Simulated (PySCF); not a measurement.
Peak assignment

Bonds (- single, = double, # triple, : aromatic): O1=C2, C2-O3, O3-C4, C4=C5, C5-C6, C6-C7, C7-C8, C8-C9, C9-O10, C6-C2, C9-C7. C4 carries H11; C5 carries H12; C6 carries H13; C7 carries H14; C8 carries H15, H16; C9 carries H17; O10 carries H18. Stereochemistry as in O=C1OC=C[C@@H]1[C@@H]1C[C@@H]1O. H15 is cis to C6 on the ring; H16 is trans to C6 on the ring.

How the numbers were obtained: NMR shieldings at PBE0/pcSseg-1/GIAO, GFN2-xTB geometry, in PySCF (no solvent, a single conformation, non-relativistic).

Chemical shifts δ = σref − σ; $^{13}$C (σref 186.93), $^{1}$H (σref 31.72) vs TMS, all at this level.

(1) Assign these signals to the numbered atoms. $^{13}$C{$^{1}$H} NMR (computed): δ 185.5 (C), 150.2 (CH), 119.6 (CH), 51.5 (CH), 40.7 (CH), 26.1 (CH), 13.2 (CH2).

(2) Assign these signals to the numbered atoms. $^{1}$H NMR (300 MHz, computed): δ 6.99 (d, 1H), 5.86 (m, 1H), 3.72 (m, 1H), 3.31 (m, 1H), 1.30 (m, 1H), 1.26 (br s, 1H), 0.91 (m, 1H), 0.66 (m, 1H).

## Answers

(1) 
| δ (ppm) | atoms | environment | reason |
| --- | --- | --- | --- |
| 185.5 | C2 | ester carbonyl carbon | lone-pair donation from the attached heteroatom keeps it upfield of a ketone carbonyl |
| 150.2 | C4 | alkene carbon bearing oxygen | an sp2 carbon further deshielded by the attached heteroatom |
| 119.6 | C5 | β carbon of an enol-ether or enamine type C=C | – |
| 51.5 | C9 | three-membered-ring carbon | the inductive effect lowers its shielding |
| 40.7 | C6 | sp3 CH α to a carbonyl | α to the electron-withdrawing carbonyl group |
| 26.1 | C7 | three-membered-ring carbon | carbons of three-membered rings are unusually shielded |
| 13.2 | C8 | three-membered-ring carbon | – |

(2) 
```tsv
δ (ppm)	atoms	environment	reason
6.99	H11	hydrogen on an alkene carbon bearing oxygen	attached to an sp2 carbon and in the plane of the double bond
5.86	H12	hydrogen on a β carbon of an enol-ether or enamine type C=C	a vinylic proton, deshielded by the sp2 carbon and the C=C anisotropy
3.72	H17	hydrogen on a three-membered-ring carbon	its carbon carries O, hence the downfield position
3.31	H13	hydrogen on an sp3 CH α to a carbonyl	–
1.30	H15	hydrogen on a three-membered-ring carbon	cyclopropane-type protons are shielded by the ring
1.26	H18	hydrogen on an alcohol oxygen	labile proton, position sensitive to the medium
0.91	H14	hydrogen on a three-membered-ring carbon	cyclopropane-type protons are shielded by the ring
0.66	H16	hydrogen on a three-membered-ring carbon	–
```

H15 and H18 lie closer than the usual error of such a calculation, so a measured spectrum could show them in the other order.

OH/NH shifts are gas-phase values; hydrogen bonding in solution moves them, usually downfield. Shifts are as computed. Against solution values, carbons near 30 ppm lie about +3 ppm off and those near 130 ppm about +5 ppm. Of 1211 compounds with measured shifts, 218 miss one by over three times the rms of a fit or turn the order of signals round; such compounds aren't used in these exercises. Multiplicities follow the n + 1 count of equivalent neighbours, as no J values were calculated; m marks all less simple cases, F and P coupling included.
